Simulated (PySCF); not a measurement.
Isomers of C3H10OSi, one conformer each. Computed with core-valence-separated Tamm–Dancoff BHandHLYP/aug-pcX-1 (pcseg-1 on H, def2-SVPD on Si) in PySCF, non-relativistic, gas phase, PBE0-D3(BJ)/def2-SVP geometry. No empirical shift is added; at this level the pattern usually sits a few eV under experiment.

P. `O(CC)[SiH2]C`
Q. `COC[SiH2]C`
R. `C[Si](C)(C)O`

Main lines, eV (oscillator strength):
1. C K: 285.8 (0.029), 286.0 (0.027), 286.2 (0.023), 286.2 (0.031), 286.5 (0.027); O K: 533.5 (0.011), 533.9 (0.008), 534.3 (0.024), 534.9 (0.003), 535.2 (0.004)
2. C K: 285.4 (0.010), 285.8 (0.028), 286.0 (0.031), 286.0 (0.025), 286.1 (0.011); O K: 532.9 (0.011), 533.5 (0.009), 533.9 (0.007), 534.4 (0.007), 534.4 (0.004)
3. C K: 284.8 (0.010), 285.6 (0.059), 285.8 (0.090), 285.8 (0.031); O K: 531.6 (0.019), 534.0 (0.009), 534.1 (0.012), 534.2 (0.019), 534.5 (0.008)
Listed: the first five lines at most of each edge with a tenth or more of its strongest line's intensity; roots within 0.03 eV on the same or equivalent atoms are summed. Only the lowest roots were sought, and the top ones are left out.

Q: Which spectrum belongs to which isomer?

A: 1 = Q, 2 = P, 3 = R.
- P: first C line listed at 285.4 eV, hole on the methyl carbon; first O line listed at 532.9 eV, hole on the silyl ether oxygen.
- Q: first C line listed at 285.8 eV, hole on the Si-methyl carbon; first O line listed at 533.5 eV, hole on the ether oxygen.
- R: first C line listed at 284.8 eV, hole on the Si-methyl carbon; first O line listed at 531.6 eV, hole on the silanol oxygen.

Q: What are the ground-state energies of the isomers at BHandHLYP/aug-pcX-1 (pcseg-1 on H, def2-SVPD on Si), relative to the lowest?

A: P 112.0, Q 259.4, R 0.0 kJ/mol (electronic energies on these geometries, no dispersion or zero-point terms).
